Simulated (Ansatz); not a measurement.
Reaction (cleavage of the Si–Al bond): `C[CH2][AlH][SiH3]` + `CC(=N)Cl` → `C/C(Cl)=N\[SiH3]` + `C[CH2][AlH2]`

Isolated molecules relaxed with PBE0-D4/def2-TZVP in Ansatz; ΔE leaves out vibrations. CCSD(T)/CBS is the MP2 limit (def2-TZVPP, def2-QZVPP) plus CCSD(T) − MP2 in def2-TZVPP, frozen cores. Functionals use def2-TZVPP. One conformer a species, not always the lowest.

Problem. Is it downhill or uphill in electronic energy at CCSD(T)/CBS, and by how much? (Estimate.)

Solution. Computed: Downhill: ΔE = -5.2 kcal/mol.

Problem. What do these levels give: PBE-D4, ωB97M-V, B2PLYP, PBE, r2SCAN, MP2/def2-TZVPP, CCSD(T)/def2-TZVPP, HF/def2-QZVPP, MP2/def2-QZVPP, SCS-MP2/def2-QZVPP, HF/CBS(def2), CCSD/CBS(def2)? (Best estimate.)

Solution. Computed: PBE-D4 -1.6, ωB97M-V -6.7, B2PLYP -6.6, PBE -1.2, r2SCAN -4.3, MP2/def2-TZVPP -7.6, CCSD(T)/def2-TZVPP -4.6, HF/def2-QZVPP -9.5, MP2/def2-QZVPP -8.1, SCS-MP2/def2-QZVPP -8.2, HF/CBS(def2) -9.5, CCSD/CBS(def2) -5.6 kcal/mol.

Largest T1 diagnostic among the species: 0.012.

From PBE to PBE0 (25 % exact exchange), in def2-TZVPP and without D4, ΔE moves by −1.2 kcal/mol. In def2-TZVPP, CCSD(T) changes the Hartree–Fock value by +4.4 kcal/mol (the triples alone add +0.3 kcal/mol) and MP2 by +1.4 kcal/mol.
